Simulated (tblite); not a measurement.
A geometry optimisation, step by step.

Species: C₈H₁₄Ge.
SMILES with atom numbers: `[CH3:1][C:2]#[C:3][C@H:4]1[CH2:5][CH2:6][CH2:7][CH2:8][GeH2:9]1` (hydrogens: H10, H11, H12 on C1; H13 on C4; H14, H15 on C5; H16, H17 on C6; H18, H19 on C7; H20, H21 on C8; H22, H23 on Ge9)

Computed with GFN2-xTB (tblite), gas phase: L-BFGS steps from a force-field or distance-geometry start until the largest atomic force falls under 0.01 eV/Å. 4 of its 198 geometries are shown.

Step 0: E = -710.0340 eV, largest atomic force 2.548 eV/Å
```
atom  x, y, z in Å  |  force x, y, z in eV/Å
C1      4.305   -0.526    0.054   -0.675   1.212   0.322
C2      2.884   -0.139    0.261    0.230   0.062   0.025
C3      1.734    0.183    0.437    0.236   0.405   0.198
C4      0.323    0.580    0.625    1.114  -0.055   1.018
C5     -0.258    1.209   -0.616    1.973   0.756  -1.424
C6     -1.354    0.411   -1.261   -0.413   0.512  -1.010
C7     -2.628    0.373   -0.467   -1.845   0.266  -0.836
C8     -2.551   -0.434    0.801    0.066   0.016   1.192
Ge9    -0.685   -1.045    0.918   -0.591  -1.605   1.194
H10     4.882   -0.282    0.980   -0.447  -0.318  -0.656
H11     4.729    0.110   -0.771   -0.362  -0.877   0.603
H12     4.326   -1.596   -0.144    0.302   0.189  -0.160
H13     0.206    1.254    1.517    0.343  -0.514  -0.625
H14     0.609    1.192   -1.355   -0.880   0.342   0.445
H15    -0.490    2.281   -0.455   -0.264  -0.617  -0.124
H16    -1.601    0.903   -2.214    0.135  -0.122  -0.032
H17    -1.044   -0.626   -1.502    0.002   0.694   0.009
H18    -3.042    1.401   -0.310    0.464  -0.612   0.027
H19    -3.368   -0.136   -1.113    0.046   0.305   0.041
H20    -3.264   -1.281    0.807    0.236   0.618   0.142
H21    -2.746    0.225    1.684   -0.081  -0.655  -0.500
H22    -0.492   -1.669    2.325    0.168   0.009  -0.457
H23    -0.478   -2.090   -0.191    0.241  -0.013   0.607
```

Step 66: E = -710.6998 eV, largest atomic force 0.172 eV/Å
```
atom  x, y, z in Å  |  force x, y, z in eV/Å
C1      4.289   -0.493   -0.055   -0.027   0.024   0.008
C2      2.898   -0.183    0.222   -0.020   0.003  -0.039
C3      1.754    0.117    0.431   -0.022  -0.064   0.022
C4      0.369    0.491    0.645    0.044   0.063  -0.068
C5     -0.208    1.212   -0.599    0.011  -0.001   0.004
C6     -1.319    0.447   -1.321    0.039   0.023   0.009
C7     -2.626    0.436   -0.525    0.029   0.010  -0.074
C8     -2.623   -0.530    0.671    0.090   0.057  -0.090
Ge9    -0.780   -1.064    1.168    0.118   0.008   0.060
H10     4.906   -0.270    0.816   -0.030  -0.001   0.018
H11     4.637    0.113   -0.891    0.006   0.000  -0.010
H12     4.415   -1.546   -0.311   -0.084   0.026   0.025
H13     0.348    1.186    1.496    0.026  -0.029  -0.032
H14     0.606    1.402   -1.306   -0.025  -0.037   0.049
H15    -0.606    2.186   -0.299    0.037  -0.033  -0.017
H16    -1.497    0.932   -2.286   -0.020   0.010   0.038
H17    -0.993   -0.578   -1.529   -0.015   0.015   0.037
H18    -2.812    1.459   -0.186   -0.030  -0.036   0.057
H19    -3.445    0.172   -1.195   -0.049  -0.008  -0.035
H20    -3.204   -1.419    0.442   -0.027  -0.108  -0.082
H21    -3.113   -0.067    1.522   -0.054   0.088   0.137
H22    -0.638   -1.374    2.640   -0.019   0.015  -0.003
H23    -0.365   -2.329    0.463    0.021  -0.026  -0.013
```

Step 131: E = -710.7792 eV, largest atomic force 0.163 eV/Å
```
atom  x, y, z in Å  |  force x, y, z in eV/Å
C1      4.057   -0.827   -0.195    0.024   0.013  -0.011
C2      2.757   -0.249    0.070   -0.162  -0.015   0.003
C3      1.663    0.192    0.293    0.103  -0.014  -0.002
C4      0.381    0.749    0.666   -0.038  -0.088   0.032
C5     -0.297    1.492   -0.501   -0.009  -0.012   0.017
C6     -1.305    0.663   -1.296    0.013   0.008   0.014
C7     -2.547    0.312   -0.471    0.005   0.009  -0.019
C8     -2.344   -0.973    0.324    0.061  -0.010  -0.027
Ge9    -0.733   -0.743    1.461    0.011   0.071  -0.030
H10     4.698   -0.691    0.675    0.021  -0.028   0.013
H11     4.524   -0.341   -1.050    0.012   0.009  -0.059
H12     3.956   -1.893   -0.401    0.026   0.003  -0.005
H13     0.582    1.476    1.461   -0.026  -0.009   0.030
H14     0.480    1.857   -1.177    0.042  -0.035  -0.029
H15    -0.808    2.374   -0.109   -0.080   0.021   0.050
H16    -1.607    1.236   -2.178    0.042   0.001   0.048
H17    -0.821   -0.254   -1.645   -0.030   0.009  -0.001
H18    -2.754    1.131    0.223   -0.050   0.037  -0.027
H19    -3.419    0.208   -1.121    0.009  -0.022  -0.056
H20    -2.205   -1.807   -0.364    0.043  -0.020  -0.018
H21    -3.229   -1.198    0.916   -0.012   0.019   0.065
H22    -1.129   -0.411    2.885    0.025   0.015  -0.015
H23     0.094   -2.005    1.542   -0.030   0.035   0.028
```

Step 197: E = -710.9614 eV, largest atomic force 0.009 eV/Å
```
atom  x, y, z in Å  |  force x, y, z in eV/Å
C1      3.527   -1.121   -0.672    0.001  -0.004   0.000
C2      2.414   -0.406   -0.083    0.004   0.002  -0.003
C3      1.510    0.206    0.415    0.001  -0.001  -0.002
C4      0.389    0.930    0.972   -0.001  -0.002   0.002
C5     -0.368    1.699   -0.119    0.003   0.002   0.004
C6     -0.969    0.788   -1.189   -0.004   0.000   0.002
C7     -2.186   -0.005   -0.714   -0.008   0.002   0.000
C8     -1.824   -1.120    0.265   -0.001  -0.004  -0.007
Ge9    -0.888   -0.348    1.822   -0.006  -0.002   0.005
H10     4.354   -1.172    0.036    0.001  -0.001  -0.004
H11     3.866   -0.608   -1.573    0.003  -0.001   0.003
H12     3.227   -2.135   -0.936    0.001  -0.001   0.002
H13     0.774    1.644    1.709   -0.006   0.003  -0.003
H14     0.320    2.401   -0.599   -0.001   0.000   0.004
H15    -1.168    2.283    0.349    0.004  -0.003  -0.005
H16    -1.271    1.409   -2.037    0.002  -0.004  -0.003
H17    -0.198    0.096   -1.538    0.000   0.009   0.000
H18    -2.895    0.681   -0.239    0.002  -0.002   0.000
H19    -2.686   -0.439   -1.585   -0.003  -0.003   0.002
H20    -1.159   -1.833   -0.227   -0.001   0.004   0.003
H21    -2.723   -1.665    0.556    0.007   0.003  -0.002
H22    -1.851    0.396    2.721    0.005   0.000   0.003
H23    -0.200   -1.383    2.676   -0.004   0.003   0.000
```

Task: Summarise the path.

Result: The energy falls by 21.38 kcal/mol from step 0 to step 197; nine tenths of that is first reached at step 150. It falls at every step. The largest force goes from 2.548 to 0.009 eV/Å. Among the bonds C4–Ge9 changes most, from 1.934 to 1.997 Å; the atoms move by 1.384 Å rms after alignment.

Task: Follow the three bonds and two angles with the largest change from start to end.

Result: 
```
step  E above end (kcal/mol)  largest force (eV/Å)  C4–Ge9 (Å)  C5–H14 (Å)  C1–C2 (Å)  C8–Ge9–H23 (°)  C6–C5–H15 (°)
   0                   21.38                 2.548       1.934       1.140      1.487           107.2          115.1
   9                    8.07                 0.429       1.994       1.093      1.449           110.6          109.3
  17                    7.10                 0.197       1.998       1.092      1.450           113.8          109.0
  26                    6.67                 0.060       1.997       1.093      1.448           114.9          108.2
  34                    6.54                 0.073       1.997       1.093      1.449           114.7          108.9
  43                    6.42                 0.044       2.002       1.093      1.449           113.9          108.6
  51                    6.36                 0.042       1.997       1.092      1.449           112.8          108.3
  60                    6.24                 0.097       1.996       1.092      1.449           112.1          108.0
  69                    5.90                 0.073       2.004       1.093      1.451           111.1          108.0
  77                    5.66                 0.061       2.005       1.093      1.448           111.0          108.3
  86                    5.42                 0.080       2.007       1.093      1.448           111.8          108.6
  94                    5.16                 0.133       2.007       1.093      1.448           111.1          108.0
 103                    4.90                 0.103       2.006       1.093      1.448           110.6          108.4
 111                    4.79                 0.127       2.007       1.094      1.450           111.6          108.2
 120                    4.57                 0.080       2.012       1.094      1.449           112.8          107.7
 128                    4.30                 0.095       2.015       1.095      1.449           111.8          108.1
 137                    3.61                 0.184       2.009       1.098      1.448           111.2          108.6
 146                    2.79                 0.226       2.004       1.095      1.451           112.3          108.7
 154                    1.51                 0.121       2.005       1.092      1.451           110.9          108.9
 163                    0.68                 0.196       2.004       1.093      1.447           111.1          109.4
 171                    0.16                 0.070       2.001       1.095      1.449           112.9          109.0
 180                    0.06                 0.039       1.998       1.095      1.449           113.1          109.5
 188                    0.02                 0.026       1.996       1.094      1.448           113.6          109.4
 197                    0.00                 0.009       1.997       1.095      1.448           113.2          109.3
```

The cost below is that of the whole relaxation. On one thread, Arm Neoverse V2 (aarch64), shared host with 96 logical CPUs at a one-minute load of 39, this took 1.6 s.
